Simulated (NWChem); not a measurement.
**Lowest excitation of HFSi**

```
Si
F 1 1.6354
H 1 1.5468 2 96.80
```
Charge 0, spin multiplicity 1.

All runs are NWChem calculations. The geometry was optimised at PBE0/def2-SVP, a minimum by its harmonic frequencies.

Basis set: aug-cc-pVDZ.

The correlated methods keep 6 core orbitals frozen. B3LYP has NWChem's definition, with VWN1-RPA local correlation. The structure started from a generated list of species. Coupled-cluster values serve here as a point of comparison, not as the truth.

Problem. For the lowest vertical singlet excitation energy, TD-B3LYP gives 2.90 eV and TD-BHandHLYP gives 3.00 eV. What do CIS, EOM-CCSD, TD-PBE give?

Solution. CIS: 3.29 eV; EOM-CCSD: 3.10 eV; TD-PBE: 2.77 eV.
